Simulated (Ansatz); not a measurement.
Relaxation of the cluster Sn2H with UKS r2SCAN-D4/def2-TZVP.

```sh
$ ansatz run in.yaml --threads 4 --pin off --events-out ev --progress --plain --max-ram 3916MiB
```

```yaml
crystal:
  periodic: [false, false, false]
  atoms:
    - {symbol: Sn, position_ang: [-0.148580, -0.803340, 1.202230]}
    - {symbol: Sn, position_ang: [0.871940, -0.036290, -1.163830]}
    - {symbol: H, position_ang: [-0.723350, 0.839630, -0.038400]}
basis:
  gaussian: {orbitals: def2-TZVP}
magnetization: {spin_polarized: true, initial_magnetization: 1}
hamiltonian: {xc: r2scan, dispersion: d4}
scf: {omitted_lower_state_checks: [starts]}
output: {orbitals: {seedname: orbitals}}
relax: {f_tol: 0.02, max_steps: 100}
```

Hardware: 4 threads of Arm Neoverse V1 on a shared host. Wall time 33 s.

Positions (Å) and forces (eV/Å) at steps 1, 2, 3, 4 of 4:

```xyz
3
step=1 energy=-11683.1342 eV
Sn   -0.149   -0.803    1.202   -0.417    0.304    0.201
Sn    0.872   -0.036   -1.164   -0.229    0.446   -0.235
H    -0.723    0.840   -0.038    0.646   -0.749    0.034
3
step=2 energy=-11683.2553 eV
Sn   -0.233   -0.745    1.247    0.182    0.050   -0.315
Sn    0.829    0.053   -1.215   -0.095   -0.154    0.323
H    -0.596    0.692   -0.032   -0.087    0.103   -0.008
3
step=3 energy=-11683.2658 eV
Sn   -0.211   -0.744    1.215   -0.047   -0.103    0.194
Sn    0.822    0.034   -1.182    0.117    0.022   -0.189
H    -0.611    0.710   -0.033   -0.070    0.082   -0.005
3
step=4 energy=-11683.2686 eV
Sn   -0.212   -0.750    1.223   -0.005   -0.003    0.011
Sn    0.829    0.033   -1.190    0.004    0.004   -0.011
H    -0.617    0.716   -0.033    0.001   -0.001    0.000
```

In the def2 sets Sn takes a core potential; there is no spin–orbit coupling. The structure comes from a short search, and lower isomers may exist.
